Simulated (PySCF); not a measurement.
C₂H₄ClInO. Atoms are numbered in the order given.

```xyz
9

In     0.1192     0.0109     0.0000
Cl    -0.7736    -2.1963     0.0000
C     -1.0698     1.7870     0.0000
C     -0.5143     3.0126     0.0000
H     -2.1670     1.6684     0.0000
H     -1.1397     3.9248     0.0000
H      0.5764     3.1775     0.0000
O      2.1366     0.0177     0.0000
H      2.4544    -0.9067     0.0000
```

Geometry: PBE-D3(BJ)/def2-SVP. The structure was generated by enumeration; whether it is a known compound was not checked. The def2 effective core potentials stand for the cores of In; spin–orbit coupling is left out. One conformer was computed; it need not be the lowest.

Computed with PBE-D3(BJ)/def2-SVP (PySCF).

Frequencies are harmonic and unscaled.

| mode | ν (cm⁻¹) | IR (km/mol) | moving atoms (share of kinetic energy) |
|---|---|---|---|
| 1 | 49 | 0.1 | C 42 %, H 28 %, Cl 15 %, In 14 % |
| 2 | 58 | 0.9 | C 34 %, Cl 21 %, In 18 %, O 13 %, H 13 % |
| 3 | 109 | 16.9 | O 55 %, Cl 23 %, In 11 %, H 8 % |
| 4 | 121 | 6.9 | O 25 %, In 25 %, H 24 %, C 21 % |
| 5 | 252 | 4.7 | C 67 %, H 20 % |
| 6 | 317 | 98.4 | H 93 % |
| 7 | 344 | 48.2 | Cl 74 %, In 22 % |
| 8 | 442 | 18.6 | H 68 %, C 31 % |
| 9 | 496 | 7.6 | C 66 %, H 20 % |
| 10 | 581 | 62.1 | O 81 %, In 15 % |
| 11 | 813 | 81.7 | H 93 % |
| 12 | 946 | 24.1 | H 72 %, C 28 % |
| 13 | 957 | 9.4 | H 87 %, C 13 % |
| 14 | 993 | 17.4 | H 94 % |
| 15 | 1192 | 28.4 | H 74 %, C 26 % |
| 16 | 1365 | 7.5 | H 85 %, C 15 % |
| 17 | 1602 | 2.0 | C 85 %, H 15 % |
| 18 | 3042 | 9.9 | H 95 % |
| 19 | 3098 | 3.9 | H 91 %, C 9 % |
| 20 | 3138 | 2.1 | H 90 %, C 10 % |
| 21 | 3703 | 51.8 | H 94 % |
